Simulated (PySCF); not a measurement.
Sn(Cl)(SiH3) (ClH3SiSn), SMILES [Sn]([SiH3])[Cl] (connectivity only; charge and spin as stated), neutral, multiplicity 1.

Geometry: PBE0-D3(BJ)/def2-SVP. The def2 effective core potentials stand for the cores of Sn; spin–orbit coupling is left out.

Calculation: TDA-PBE0/def2-SVPD (PySCF 2.14.0).

Vertical excitations.  State labels are in the subgroup Cs.

Computed excitation energies, oscillator strengths and character:
```tsv
state	symmetry	energy (eV)	λ (nm)	f	main pairs
S1	A"	2.04	608	0.004	HOMO→LUMO 99 %
S2	A'	4.23	293	0.012	HOMO→LUMO+1 96 %
S3	A"	4.36	284	0.004	HOMO−1→LUMO 93 %
S4	A"	4.73	262	0.013	HOMO−3→LUMO 93 %
S5	A'	4.81	258	0.028	HOMO−2→LUMO 92 %
S6	A"	5.44	228	0.005	HOMO−5→LUMO 98 %
S7	A'	5.47	226	0.053	HOMO−4→LUMO 73 %, HOMO→LUMO+2 22 %
S8	A'	5.78	215	0.230	HOMO→LUMO+3 48 %, HOMO→LUMO+2 28 %, HOMO−4→LUMO 19 %
S9	A'	6.05	205	0.475	HOMO→LUMO+3 45 %, HOMO→LUMO+2 35 %
S10	A"	6.37	195	0.027	HOMO→LUMO+4 89 %
T1	A"	1.30	956	0	HOMO→LUMO 99 %
T2	A'	3.54	350	0	HOMO→LUMO+1 98 %
T3	A"	3.90	318	0	HOMO−1→LUMO 67 %, HOMO−3→LUMO 27 %
T4	A'	4.10	302	0	HOMO−2→LUMO 98 %
```
Triplets are in the Tamm–Dancoff approximation.
